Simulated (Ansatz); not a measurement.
`N[SiH2]BF` + `N[Si](F)(F)F` → `N[SiH2]B(F)F` + `N[SiH](F)F`  (redistribution)

Program: Ansatz. Geometries: PBE0-D4/def2-TZVP. ΔE: electronic, gas phase. CCSD(T)/CBS is the MP2 limit (def2-TZVPP, def2-QZVPP) plus CCSD(T) − MP2 in def2-TZVPP, frozen cores. This one scheme is used for every species. Functionals use def2-TZVPP. B3LYP here is the variant with VWN-RPA as its local correlation; programs differ in this. HSE06 is defined as in plane-wave codes. Each species was taken in one conformer, which may not be the lowest.

| level | ΔE (kJ/mol) | difference from CCSD(T)/CBS |
| --- | --- | --- |
| PBE-D4 | -21.9 | -13.0 |
| B97M-V | -10.6 | -1.7 |
| PBE0-D4 | -16.8 | -7.9 |
| B3LYP-D4 | -15.4 | -6.5 |
| r2SCANh-D4 | -12.6 | -3.7 |
| ωB97X-V | -14.1 | -5.2 |
| B2PLYP | -13.9 | -5.0 |
| PBE | -22.2 | -13.3 |
| BLYP | -20.0 | -11.1 |
| B3LYP | -16.0 | -7.1 |
| r2SCAN0 | -11.4 | -2.5 |
| HSE06 | -17.2 | -8.3 |
| MP2/def2-SVP | -36.0 | -27.1 |
| HF/def2-TZVPP | -5.8 | 3.1 |
| CCSD/def2-TZVPP | -9.9 | -1.0 |
| CCSD/CBS(def2) | -7.0 | 1.9 |
| CCSD(T)/CBS | -8.9 | 0 |

Largest T1 diagnostic among the species: 0.013.

From BLYP to BHLYP (50 % exact exchange), in def2-TZVPP and without D4, ΔE moves by +9.0 kJ/mol. Leaving LDA and LC-ωPBE aside and taking each functional with its dispersion term where it has one, the values spread over 11.3 kJ/mol, from PBE-D4 to B97M-V. In def2-TZVPP, CCSD(T) changes the Hartree–Fock value by −6.1 kJ/mol (the triples alone add −2.0 kJ/mol) and MP2 by −5.9 kJ/mol.
